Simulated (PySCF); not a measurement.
C2H9ClSi3. Atoms are numbered in the order given.

```xyz
15

C     -2.1486    -1.0705     0.6129
Si    -1.2460    -0.4067    -0.8986
C      0.0953    -1.6284    -1.5051
Si     1.5170    -1.1233    -0.3308
Si     0.4997     1.0057    -0.1665
Cl     0.3073     1.9005     1.7127
H     -1.4338    -1.3746     1.3942
H     -2.8044    -0.2976     1.0437
H     -2.7692    -1.9443     0.3548
H     -2.2176     0.0251    -1.9537
H      0.3828    -1.3675    -2.5403
H     -0.1831    -2.6961    -1.4959
H      1.4125    -1.8505     0.9727
H      2.8997    -1.3034    -0.8738
H      1.0193     2.0332    -1.1205
```

Geometry optimised at r2SCAN-D4/def2-SVP. The structure was generated by enumeration; whether it is a known compound was not checked.

Method: B3LYP/pcSseg-1 in PySCF.

GIAO shieldings, no solvent; atoms listed in one row are averaged. δ = σ(ref) − σ: ¹³C against TMS (σ = 181.3 ppm); ²⁹Si against TMS (σ = 338.7 ppm); ³⁵Cl against HCl (σ = 933.3 ppm); ¹H against TMS (σ = 31.68 ppm), references at their B3LYP-D3(BJ)/def2-TZVP geometries, non-relativistic (without spin–orbit terms, shifts of atoms bonded to Cl or Br come out too high).

```tsv
nucleus	atoms	count	δ (ppm)
¹³C	C1	1	-3.0
¹³C	C3	1	-4.5
²⁹Si	Si5	1	14.7
²⁹Si	Si2	1	-10.1
²⁹Si	Si4	1	-40.6
³⁵Cl	Cl6	1	-70.8
¹H	H15	1	5.95
¹H	H10	1	5.22
¹H	H14	1	4.96
¹H	H13	1	4.75
¹H	H7, H8, H9	3	0.87
¹H	H12	1	0.65
¹H	H11	1	0.29
```
